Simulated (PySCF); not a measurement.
C₂H₈N₂Si₂, SMILES CC1=N[Si@@H](N)[SiH2]1.

Coordinates come from a TPSSh-D3(BJ)/def2-SVP optimisation. The structure was generated by enumeration; whether it is a known compound was not checked. Other conformers were not sampled.

These are TDDFT-PBE/def2-SVPD run with PySCF values and carry that method's errors.

Vertical excitations. Gas-phase values at a fixed geometry.

| state | energy (eV) | λ (nm) | f | main pairs |
|---|---|---|---|---|
| S1 | 3.55 | 349 | 0.001 | HOMO→LUMO 98 % |
| S2 | 4.34 | 286 | 0.001 | HOMO→LUMO+1 98 % |
| S3 | 4.51 | 275 | 0.005 | HOMO→LUMO+2 75 %, HOMO−1→LUMO 24 % |
| S4 | 4.60 | 270 | 0.010 | HOMO−1→LUMO 74 %, HOMO→LUMO+2 22 % |
| S5 | 4.97 | 249 | 0.001 | HOMO−2→LUMO 99 % |
| S6 | 5.22 | 238 | 0.028 | HOMO→LUMO+3 93 % |
| S7 | 5.36 | 231 | 0.006 | HOMO→LUMO+4 94 % |
| S8 | 5.61 | 221 | 0.012 | HOMO−1→LUMO+1 82 %, HOMO−2→LUMO+1 12 % |
| S9 | 5.76 | 215 | 0.007 | HOMO−1→LUMO+2 82 % |
| S10 | 5.86 | 212 | 0.022 | HOMO→LUMO+5 80 % |
| T1 | 2.94 | 421 | 0 | HOMO→LUMO 99 % |
| T2 | 4.19 | 296 | 0 | HOMO→LUMO+1 98 % |
| T3 | 4.28 | 290 | 0 | HOMO−1→LUMO 72 %, HOMO→LUMO+2 24 % |
| T4 | 4.32 | 287 | 0 | HOMO→LUMO+2 74 %, HOMO−1→LUMO 23 % |
Triplets are in the Tamm–Dancoff approximation, which puts them higher than full response would, so one can lie above its singlet here.
